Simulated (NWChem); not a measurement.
Everything below was run with NWChem. System: F$_{2}$Ge, charge 0, spin multiplicity 1, at a geometry optimised with B3LYP/def2-SVP. The structure started from a generated list of species. Level: RHF/def2-TZVP.

Output (cleaned and shortened):

```
             Northwest Computational Chemistry Package (NWChem) 7.3.0
             --------------------------------------------------------

                                NWChem Input Module
                                -------------------

 Scaling coordinates for geometry "geometry" by  1.889725989
 (inverse scale =  0.529177249)

 Turning off AUTOSYM since
 SYMMETRY directive was detected!

                             Geometry "geometry" -> ""
                             -------------------------

 Output coordinates in angstroms (scale by  1.889725989 to convert to a.u.)

  No.       Tag          Charge          X              Y              Z
 ---- ---------------- ---------- -------------- -------------- --------------
    1 Ge                  32.0000     0.00000000     0.00000000    -0.41657900
    2 F                    9.0000     1.32026000     0.00000000     0.74058500
    3 F                    9.0000    -1.32026000     0.00000000     0.74058500

 Effective nuclear repulsion energy (a.u.)     189.8527136178

            Nuclear Dipole moment (a.u.)
            ----------------------------
        X                 Y               Z
 ---------------- ---------------- ----------------
     0.0000000000     0.0000000000     0.0000037795

      Symmetry information
      --------------------

 Group name             C2v
 Group number             16
 Group order               4
 No. of unique centers     2

      Symmetry unique atoms

     1    2


 Summary of "ao basis" -> "" (spherical)
 ------------------------------------------------------------------------------
       Tag                 Description            Shells   Functions and Types
 ---------------- ------------------------------  ------  ---------------------
 *                         def2-tzvp                  on all atoms

 Summary of "ao basis" -> "ao basis" (spherical)
 ------------------------------------------------------------------------------
       Tag                 Description            Shells   Functions and Types
 ---------------- ------------------------------  ------  ---------------------
 Ge                        def2-tzvp                16       48   6s5p4d1f
 F                         def2-tzvp                11       31   5s3p2d1f

                                 NWChem SCF Module
                                 -----------------

  ao basis        = "ao basis"
  functions       =   110
  atoms           =     3
[...]
    55      0.341414  2 F  py                86     -0.341414  3 F  py
    58      0.300880  2 F  py                89     -0.300880  3 F  py
    61      0.193874  2 F  py                92     -0.193874  3 F  py

 Vector   24  Occ=2.000000D+00  E=-6.093151D-01  Symmetry=b1
              MO Center=  4.3D-16, -1.6D-15,  7.1D-01, r^2= 2.3D+00
   Bfn.  Coefficient  Atom+Function         Bfn.  Coefficient  Atom+Function
  ----- ------------  ---------------      ----- ------------  ---------------
    54      0.313412  2 F  px                85      0.313412  3 F  px
    57      0.274088  2 F  px                88      0.274088  3 F  px
    60      0.172757  2 F  px                91      0.172757  3 F  px
    56     -0.155239  2 F  pz                87      0.155239  3 F  pz

 Vector   25  Occ=2.000000D+00  E=-4.337321D-01  Symmetry=a1
              MO Center= -2.5D-14, -5.4D-15, -6.9D-01, r^2= 2.1D+00
   Bfn.  Coefficient  Atom+Function         Bfn.  Coefficient  Atom+Function
  ----- ------------  ---------------      ----- ------------  ---------------
     6      0.573495  1 Ge s                  5      0.466594  1 Ge s
    18     -0.284807  1 Ge pz                 4     -0.243657  1 Ge s
     3     -0.167203  1 Ge s                 21     -0.166485  1 Ge pz
    56      0.155018  2 F  pz                87      0.155018  3 F  pz

 Vector   26  Occ=0.000000D+00  E= 1.454129D-02  Symmetry=b2
              MO Center= -6.1D-14, -3.4D-14, -5.7D-01, r^2= 3.1D+00
   Bfn.  Coefficient  Atom+Function         Bfn.  Coefficient  Atom+Function
  ----- ------------  ---------------      ----- ------------  ---------------
    20      0.797134  1 Ge py                17      0.362191  1 Ge py
    11     -0.173922  1 Ge py

 Vector   27  Occ=0.000000D+00  E= 1.102402D-01  Symmetry=b1
              MO Center=  3.3D-15,  1.1D-16, -8.3D-01, r^2= 3.9D+00
   Bfn.  Coefficient  Atom+Function         Bfn.  Coefficient  Atom+Function
  ----- ------------  ---------------      ----- ------------  ---------------
    19      1.155635  1 Ge px                53     -0.437619  2 F  s
    84      0.437619  3 F  s                 16      0.271826  1 Ge px
    62      0.195630  2 F  pz                93     -0.195630  3 F  pz

 Vector   28  Occ=0.000000D+00  E= 1.457055D-01  Symmetry=a1
              MO Center=  2.6D-14,  4.1D-15, -3.3D-01, r^2= 4.3D+00
   Bfn.  Coefficient  Atom+Function         Bfn.  Coefficient  Atom+Function
  ----- ------------  ---------------      ----- ------------  ---------------
    21      1.162995  1 Ge pz                 6      0.862313  1 Ge s
    53     -0.565376  2 F  s                 84     -0.565376  3 F  s
    60      0.252167  2 F  px                91     -0.252167  3 F  px
    18      0.202863  1 Ge pz                39     -0.181530  1 Ge d  0

 center of mass
 --------------
 x =   0.00000000 y =   0.00000000 z =  -0.04481990

 moments of inertia (a.u.)
 ------------------
         120.006559926236           0.000000000000           0.000000000000
           0.000000000000         356.524248296884           0.000000000000
           0.000000000000           0.000000000000         236.517688370648

  Mulliken analysis of the total density
  --------------------------------------

    Atom       Charge   Shell Charges
 -----------   ------   -------------------------------------------------------
    1 Ge  32    31.04   2.00  2.00  1.17  0.78  1.01  0.87  5.98  4.40  1.59  0.70  0.23  8.94  1.08  0.10  0.09  0.08
    2 F    9     9.48   0.77  1.20  0.59  1.01  0.35  2.23  2.28  1.04  0.00  0.01  0.00
    3 F    9     9.48   0.77  1.20  0.59  1.01  0.35  2.23  2.28  1.04  0.00  0.01  0.00

       Multipole analysis of the density wrt the origin
       ------------------------------------------------

     L   x y z        total         open         nuclear
     -   - - -        -----         ----         -------
     0   0 0 0      0.000000      0.000000     50.000000

     1   1 0 0      0.000000      0.000000      0.000000
     1   0 1 0      0.000000      0.000000      0.000000
     1   0 0 1     -1.094195      0.000000      0.000004

     2   2 0 0    -23.293231      0.000000    112.044130
     2   1 1 0      0.000000      0.000000      0.000000
     2   1 0 1     -0.000000      0.000000      0.000000
     2   0 2 0    -16.984670      0.000000      0.000000
     2   0 1 1      0.000000      0.000000      0.000000
     2   0 0 2    -21.342592      0.000000     55.085840

 Task  times  cpu:        2.5s     wall:        2.5s

 Total times  cpu:        2.5s     wall:        2.5s
```

Task: Write an NWChem input that would produce this output.

Result: Several could match; the one computed here: 
```
start mol
memory heap 200 mb stack 900 mb global 1100 mb
geometry units angstroms nocenter noautoz
  Ge     0.000000     0.000000    -0.416579
  F      1.320260     0.000000     0.740585
  F     -1.320260     0.000000     0.740585
  symmetry group C2v
end
basis spherical
  * library def2-tzvp
end
scf
  rhf
  nopen 0
  maxiter 100
  thresh 1e-7
  semidirect memsize 60000000 filesize 0
end
task scf energy
```
